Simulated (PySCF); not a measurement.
**How methods differ on the excitation energy of Cl⁺**

Cl⁺ [Ne] 3s2 3p4 (3P) → Cl⁺ [Ne] 3s1 3p4 3d1 (high-spin determinant), as a difference of total energies. Computed with PySCF 2.14 in dyall-acv3z, with the spin-free X2C one-electron Hamiltonian (Gaussian nucleus). Correlated levels: valence: [Ne] frozen; virtual orbitals above 40 to 60 times the deepest correlated orbital energy dropped. The calculations carry no spin-orbit coupling.

| method | excitation energy (cm⁻¹) |
| --- | --- |
| UHF | 201300 |
| MP2 (valence) | 205490 |
| SCS-MP2 (valence) | 206910 |
| CCSD (valence) | 200540 |
| CCSD(T) (valence) | 198810 |

The upper state lies above the first ionisation limit, where it may autoionise and the basis confines it.

The promoted electron is Rydberg-like, and one or two diffuse shells describe it only roughly, which tends to raise the upper state.

The coupled-cluster amplitudes are large for the upper state (T1 above 0.03 or a double amplitude above 0.15), so a single reference is strained.

The determinant of the upper state mixes LS terms, which raises its energy above the lowest term, most at the Hartree-Fock and MP2 levels.
